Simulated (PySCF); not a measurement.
CuI, SMILES [Cu][I], multiplicity 1.

Geometry: PBE0-D3(BJ)/def2-TZVP. The multiplicity is an assumed one; other spin states were not compared. The def2 effective core potentials stand for the cores of I; spin–orbit coupling is left out.

Method: r2SCAN/def2-TZVPD in PySCF.

The molecule is in vacuum.

The total energy is -1938.37616 hartree, the point group is C∞v and the highest occupied level is -5.90 eV. The lowest empty level comes out as -3.55 eV, the orbital gap comes out as 2.35 eV and the dipole moment comes out as 4.28 D. The quadrupole, principal values (traceless, Buckingham form, about the centre of nuclear charge) comes out as -5.38, -5.38, 10.76 D·Å. The mean static polarisability comes out as 64.4 bohr³ (9.54 Å³) and the polarisability, principal values comes out as 54.4, 54.4, 84.4 bohr³.
